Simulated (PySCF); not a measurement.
C3H9NO2Si2 (charge -1 and doublet state).
Cartesian coordinates in Å at the GFN2-xTB level; atoms count from 1:
```xyz
17
C3H9NO2Si2 angstrom
N      2.3887    1.0962   -0.7291
C      2.2488    0.4851    0.5721
O      3.3071    0.1700    1.1897
Si     0.5603   -0.0848    1.0210
C     -0.6246   -1.5308    0.4074
C     -1.4493   -1.0258   -0.7740
Si    -1.7701    0.8139   -0.4208
O     -0.4890    1.1668    0.4651
H      1.6038    1.7082   -0.9177
H      3.2676    1.6009   -0.7812
H      0.3676   -0.0973    2.4878
H     -0.1003   -2.4555    0.1462
H     -1.3074   -1.7840    1.2266
H     -0.8555   -1.1149   -1.6878
H     -2.3529   -1.6254   -0.9277
H     -1.7972    1.6428   -1.6365
H     -3.0047    1.0465    0.3488
```

The hyperfine couplings belong to this conformer and change with its torsions.

Identity: `N[C]([O-])[Si@@H]1CC[SiH2]O1` [radical] (charge -1).

Computed, not measured: PySCF, UKS B3LYP, pcH-1 on C H N O Si, non-relativistic, mean-field spin-orbit, GIAO. Whether the extra electron is bound in the gas phase wasn't checked; a finite basis holds it in any case. Couplings are sensitive to structure, and on GFN2-xTB geometries they can be far from those on DFT ones, by a factor of two or more for some ions and for spin on atoms past the first row. No stability test was run, so a lower SCF solution isn't excluded.

Q: Predict the first-order ENDOR lines of C5, C2, N1, H11, H15, H9/H10, H13, H12, Si4 and Si7 under fast tumbling at B = 3362.1 mT (W band).

A: For S = 1/2 in fast tumbling each set of equivalent nuclei gives two lines, ν± = |νn ± a/2| to first order, with νn = g_N μN B/h and μN/h = 7.62259 MHz/T.

```
nuclei  isotope      g_N  νn (MHz)  a_iso (MHz)  lower line (MHz)  upper line (MHz)
    C5      13C   1.4048     36.00       121.19             24.59             96.60
    C2      13C   1.4048     36.00        47.76             12.12             59.88
    N1      14N   0.4038     10.35         0.99              9.85             10.84
   H11       1H   5.5857    143.15       -13.63            136.34            149.96
   H15       1H   5.5857    143.15         6.16            140.07            146.23
H9/H10       1H   5.5857    143.15         5.20            140.55            145.75
   H13       1H   5.5857    143.15         4.80            140.75            145.55
   H12       1H   5.5857    143.15         2.46            141.92            144.38
   Si4     29Si  -1.1106     28.46       -40.37              8.28             48.65
   Si7     29Si  -1.1106     28.46        -4.81             26.06             30.87
```

The rows for 13C and 29Si, of low natural abundance, apply to labelled samples.

Q: Which pairs are centred on the nuclear Larmor frequency, and which on half the coupling?

A: Centred on νn, since |a| < 2νn: C2, N1, H11, H15, H9/H10, H13, H12, Si4 and Si7. Centred on |a|/2 and split by 2νn: C5.

Nuclei that the bonding pattern makes equivalent are averaged, as if the motion that swaps them (rotation, inversion, ring flip) were fast. The 1H value of +5.2 MHz is a mean of couplings from -0.2 to 10.6 MHz in this one geometry, not an average over conformers.

Time: 2.7 min of wall time (grids of density and orbitals included); peak memory 1.1 GiB. Hardware: Arm Neoverse V1, one thread, shared host with 32 logical CPUs at a one-minute load of 11.
